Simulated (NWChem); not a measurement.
System: CH$_{5}$ClInN; SMILES [Cl][In]([CH3])[NH2]

Here is an NWChem input.

```
start job
memory heap 200 mb stack 900 mb global 1100 mb
geometry units angstroms noautoz
  In    -0.011736    -0.332248    -0.088869
  Cl     0.279902     1.996338    -0.436481
  C      1.735318    -1.555932     0.073840
  H      2.331081    -1.451485    -0.843355
  H      1.464240    -2.609743     0.221265
  H      2.333400    -1.206436     0.926992
  N     -1.972087    -0.729220     0.154599
  H     -2.339071    -1.663851     0.009194
  H     -2.648511    -0.032211    -0.140778
end
basis spherical
  * library def2-svpd
end
ecp
  In library def2-ecp
end
dft
  xc xcamb88 1.00 lyp 0.81 vwn_5 0.19 hfexch 1.00
  cam 0.33 cam_alpha 0.19 cam_beta 0.46
  iterations 150
end
tddft
  cis
  nroots 6
  notriplet
end
task tddft energy
```

Coordinates come from a PBE0/def2-SVP optimisation. No frequency run checked for a minimum. def2 effective core potentials on In; no spin-orbit coupling.

Vertical excitations in the gas phase.

Question: Give the results of this calculation. (CAM-B3LYP/def2-SVPD with def2 effective core potentials on In, TDA.) Quantities: lowest excitation, singlet (eV); oscillator strength of that lowest state; lowest state with f > 0.02, singlet (eV); oscillator strength of that bright state; orbital gap (eV).

Answer: 
| Property | Result |
|---|---|
| lowest excitation, singlet (eV) | 5.32 |
| oscillator strength of that lowest state | 0.048 |
| lowest state with f > 0.02, singlet (eV) | 5.32 |
| oscillator strength of that bright state | 0.048 |
| orbital gap (eV) | 8.41 |
